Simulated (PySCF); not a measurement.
# From a computed spectrum to the compound

A species of 3 atoms with charge 1 has these harmonic modes (PBE0, small Gaussian bases with core potentials, PySCF 2.14.0):

```json
{"cm⁻¹": "49", "km/mol": "5.4", "symmetry": "a1"}
{"cm⁻¹": "295", "km/mol": "22.4", "symmetry": "a1"}
{"cm⁻¹": "326", "km/mol": "99.4", "symmetry": "b2"}
```

Problem. Which species is it, and in which structure?

Solution. [YBr2]+ (singlet):
```xyz
3

Y     0.0000    0.0000   -0.8980
Br    2.0576    0.0000    0.5058
Br   -2.0576    0.0000    0.5058
```
Ideal gas at 298.15 K and 1 bar: S = 326.4 J/(mol K), Cp = 55.4 J/(mol K), H − H(0 K) = 14.3 kJ/mol (rigid rotor, harmonic modes, spin degeneracy alone; the modes under 60 cm⁻¹ make these uncertain). 
 The answer isn't unique; the calculation gave this one.
